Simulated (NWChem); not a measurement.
# C$_{3}$H$_{7}$BO; SMILES C=CCBO

```xyz
12

B     -0.3655     1.2487    -0.3486
C     -0.5485    -0.0356     0.5655
C     -0.3638    -1.3001    -0.2366
C      0.6218    -2.1851    -0.0729
H     -1.5777    -0.0088     0.9627
H      0.1270    -0.0350     1.4341
H     -1.0931    -1.4649    -1.0305
H      1.3773    -2.0666     0.7017
H      0.7079    -3.0656    -0.7037
H     -1.0042     1.3965    -1.3519
O      0.5033     2.2539    -0.0689
H      1.0061     2.0947     0.7456
```
Atoms are numbered in this order, from 1.

Results from NWChem. The geometry was optimised at B3LYP/6-31G* (spherical d). Hybrids' shares of exact exchange are those that their runs print; pure functionals count as 0. The functionals differ in more than this share.

| row | share of exact exchange | orbital gap (eV) |
|---|---|---|
| PBE/def2-TZVP | 0.00 | 4.88 |
| BLYP/def2-TZVP | 0.00 | 4.87 |
| TPSSh/def2-TZVP | 0.10 | 5.96 |
| B3LYP/def2-TZVP | 0.20 | 6.59 |
| Hartree-Fock/def2-TZVP | 1.00 | withheld |

Problem. Fit a straight line of the last column on the one before it, predict the withheld value, and compare with the run.

Solution. 
1. Means of the 4 shown rows: x = 0.075, y = 5.575. Slope Σ(x − x̄)(y − ȳ)/Σ(x − x̄)² = 0.2415/0.02750 = 8.782; intercept 4.916.
2. The shown rows scatter about the line by 0.097 (root mean square); the largest residual is +0.17, at TPSSh/def2-TZVP.
3. At x = 1.00 (Hartree-Fock/def2-TZVP; beyond the shown range) the line gives 13.70.
4. The run gives 12.96, -0.74 from the line, 7.6 times the scatter.
